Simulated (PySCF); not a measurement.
# How the method moves the HOMO and LUMO of `C#C[C@]1(F)C=C1F`

C₅H₂F₂.
Geometry (PBE0-D3(BJ)/def2-SVP, Å), atoms numbered from 1 in this order:
```
atom  x, y, z in Å
C1     2.179    0.797   -0.128
C2     1.113    0.235   -0.240
C3    -0.174   -0.425   -0.348
F4    -0.150   -1.364   -1.347
C5    -1.476    0.289   -0.087
C6    -1.094   -0.617    0.761
F7    -1.322   -1.275    1.856
H8     3.127    1.295   -0.034
H9    -2.151    1.050   -0.468
```

Basis pcSseg-2 throughout (PySCF), one geometry. Geometry: PBE0-D3(BJ)/def2-SVP; no solvent, vibrations or thermal averaging.

Task: How do the orbital energies, the gap and the dipole change with the method?

Result: 
```tsv
method	kind	HOMO (eV)	LUMO (eV)	gap (eV)	μ (D)	SCF cycles
BLYP	GGA	-6.61	-1.38	5.23	2.00	17
PBE	GGA	-6.75	-1.50	5.24	1.98	17
KT2	GGA	-6.77	-1.47	5.30	2.02	17
B3LYP	global hybrid	-7.77	-0.73	7.04	2.12	14
PBE0	global hybrid	-7.99	-0.47	7.52	2.11	14
BHandHLYP	global hybrid	-9.10	0.61	9.71	2.26	13
wB97X-D	range-separated hybrid	-9.82	1.39	11.21	2.13	14
HF	Hartree–Fock	-10.74	2.70	13.43	2.36	13
```

The HOMO spans 4.13 eV, from BLYP down to HF, and the gap runs from 5.23 eV (BLYP) to 13.43 eV (HF). Over the methods BLYP (0 %), PBE (0 %), KT2 (0 %), B3LYP (20 %), PBE0 (25 %), BHandHLYP (50 %), HF (100 %), a straight line through the gap against the share of exact exchange rises by 0.83 eV for each 10 % (correlation coefficient 0.999). The dipole ranges from 1.98 D (PBE) to 2.36 D (HF). This basis has no diffuse functions.
